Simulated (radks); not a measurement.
Problem. The europium ion Eu4+, configuration [Xe] 4f5 (the NIST ground configuration). All-electron calculation, scalar-relativistic Kohn-Sham, PBE, spin-unpolarised, spherical densities, finite nucleus; Fermi nuclear charge, rms radius 5.1115 fm. Program: a radial shooting solver on a logarithmic mesh with Libxc functionals. Some entries of the table are withheld. Estimate them.

orbital  occ.  eigenvalue (eV)  <1/r> (bohr^-1)  <r> (bohr)
1s          2        -48414.67            70.22     0.02232
2s          2        -7995.185            16.27     0.09512
2p          6        -7129.586            15.23     0.08390
3s          2        -1802.501            5.963      0.2496
3p          6        -1533.071            5.613      0.2481
3d         10              (1)            5.326      0.2260
4s          2        -400.4890              (2)      0.5643
4p          6        -311.4920            2.317      0.5965
4d         10        -187.3634            2.045      0.6473
5s          2         -89.1071            1.008       1.317
5p          6         -66.0497           0.8745       1.496
4f          5         -52.7684            1.548      0.8228

Solution. 
(1) 3d eigenvalue (eV): -1172.648
(2) 4s <1/r> (bohr^-1): 2.515
